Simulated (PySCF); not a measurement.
SMILES F[Se]N, PBE0/def2-SVP optimised geometry.

```
5

Se    -0.91    -0.87     0.00
F     -1.33     0.87     0.00
N      0.85    -0.87     0.00
H      1.33    -0.58     0.85
H      1.33    -0.59    -0.85
```

Density from PBE0/def2-TZVP in PySCF at that geometry.

Minimum of the electron density along straight lines between bonded atoms, close to the bond critical point (lines longer than 1.1 times the sum of covalent radii, or with two minima, are not listed):

```csv
bond,length / Å,ρ at the minimum / e bohr⁻³,∇²ρ there / e bohr⁻⁵,position (fraction from the first atom)
Se1–F2,1.791,0.148,[?],0.47
Se1–N3,1.767,[?],[?],0.47
N3–H4,1.016,0.335,-1.70,0.74
N3–H5,1.016,0.335,-1.70,0.74
```

Problem. Fill in the missing entries.

Solution. 
- Se1–F2, ∇²ρ there / e bohr⁻⁵: 0.28
- Se1–N3, ρ at the minimum / e bohr⁻³: 0.186
- Se1–N3, ∇²ρ there / e bohr⁻⁵: 0.16
